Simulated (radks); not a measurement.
Initial-state core-level shifts of the lutetium ion Lu3+ when its valence configuration changes from [Xe] 4f14. Calculated with a radial shooting solver on a logarithmic mesh with Libxc functionals: Dirac Kohn-Sham, PBEsol, spin-unpolarised, spherical densities, point nucleus; open shells fill j = l - 1/2 first. Shifts are changes of the shell-averaged eigenvalues in eV (positive: less bound).

valence,2s,2p,4s,4d
4f13 6s1,-11.905,-11.812,-12.388,-11.930
4f13.5 6s0.5,-5.767,-5.723,-6.020,-5.807
4f12.5 6s1 6p0.5,-18.920,-18.772,-19.604,-18.872
4f13.5 5d0.5,-4.078,-4.034,-4.376,-4.148
4f13 5d1,-8.381,-8.288,-8.965,-8.482
4f12.5 6s1.5,-18.385,-18.238,-19.068,-18.335
4f12.5 5d0.5 6s1,-16.513,-16.366,-17.259,-16.516
4f13.5 6p0.5,-6.319,-6.274,-6.573,-6.361
